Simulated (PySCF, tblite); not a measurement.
A set of runs on `C#CC[C](=C)[AlH][NH]C`; the geometry of each is named by its level. Settings lines and outputs come from a driver script.

Species: C₆H₁₀AlN.
Bonds: C1–C2 (triple), C2–C3, C3–C4, C4–C5 (double), C4–Al6, Al6–N7, N7–C8. Hydrogens: H9 on C1; H10, H11 on C3; H12, H13 on C5; H14 on Al6; H15 on N7; H16, H17, H18 on C8.

Step 1: GFN2-xTB geometry optimisation, gas phase (tblite 0.8.0) (from a force-field or distance-geometry start)
```json
{"job": {"kind": "relax", "xc": "GFN2-xTB", "basis": "xTB"}, "charge": 0, "multiplicity": 1}
```
```
step      E/eV     max force
  0    -593.06036    2.579
  1    -593.30902    1.613
  2    -593.44499    2.169
...
190    -594.01874    0.048
191    -594.01882    0.024
192    -594.01888    0.032
193    -594.01893    0.027
194    -594.01895    0.009
```

Energy lowered by 22.1 kcal/mol over 194 steps; largest atomic force 0.009 eV/Å at the end. «max force» is the largest atomic force in eV/Å.

The run took 2.6 s wall on Arm Neoverse N1, one thread (shared host).

Step 2: GFN2-xTB harmonic vibrations, gas phase (tblite 0.8.0) (on the GFN2-xTB geometry)
```json
{"job": {"kind": "ir", "xc": "GFN2-xTB", "basis": "xTB"}, "charge": 0, "multiplicity": 1}
```
```
(table of modes left out)
```

48 modes from 37 to 3394 cm⁻¹ (unscaled, harmonic); zero-point energy 84.6 kcal/mol; all wavenumbers are real at this level.

Hardware: one thread, Arm Neoverse N1 (aarch64), no GPU (shared host). Cost: 1.2 s wall.

Step 3: TDDFT PBE0/def2-SVPD, vertical, gas phase, core orbitals frozen in the response (PySCF 2.14.0, density-fitted response routines) (on the GFN2-xTB geometry)
```json
{"job": {"kind": "uv", "xc": "PBE0", "basis": "def2-SVPD", "nstates": 8, "ntriplets": 3}, "charge": 0, "multiplicity": 1}
```
```
...
Static polarisability (au): isotropic 105.665, principal 82.543 104.365 130.086
Singlet excitations
state   eV       nm        f      main configurations
  1   5.0067    247.6   0.09469   H->L 0.97
  2   5.6211    220.6   0.00509   H-2->L 0.63, H-1->L 0.29
  3   5.6947    217.7   0.01863   H->L+1 0.92
  4   6.0579    204.7   0.05737   H-1->L 0.41, H->L+2 0.31, H-2->L 0.14
  5   6.0969    203.4   0.01097   H-3->L 0.82, H->L+2 0.11
  6   6.1707    200.9   0.02188   H->L+2 0.53, H-1->L 0.22, H-2->L 0.09
  7   6.5076    190.5   0.04167   H-4->L 0.64, H-1->L+2 0.13
  8   6.5707    188.7   0.01478   H->L+3 0.56, H->L+5 0.12, H->L+6 0.08
Triplet excitations (Tamm-Dancoff, eV): 4.1131 4.3268 5.0492
```

HOMO -6.65 eV, LUMO -0.75 eV; lowest singlet 5.01 eV; lowest triplet 4.11 eV (Tamm–Dancoff); mean polarisability 105.7 au.

On an Arm Neoverse N1 with one thread, no GPU (shared host), this took 1.7 min of wall time and 0.97 GiB of memory at its peak.

Geometry of the electronic-property runs (GFN2-xTB):
```
atom  x, y, z in Å
C1    -1.831    1.864   -1.373
C2    -1.946    1.033   -0.518
C3    -2.054   -0.014    0.477
C4    -1.097   -1.130    0.121
C5    -1.495   -2.398    0.051
Al6    0.791   -0.842   -0.434
N7     1.630    0.733   -0.411
C8     3.048    1.082   -0.446
H9    -1.758    2.609   -2.108
H10   -3.089   -0.370    0.527
H11   -1.781    0.402    1.453
H12   -0.781   -3.169   -0.220
H13   -2.503   -2.738    0.258
H14    1.519   -2.125   -0.882
H15    1.066    1.581   -0.406
H16    3.342    1.649    0.444
H17    3.634    0.163   -0.478
H18    3.297    1.678   -1.330
```

 (This holds for the electronic-property runs.)

One conformer stands for the species.
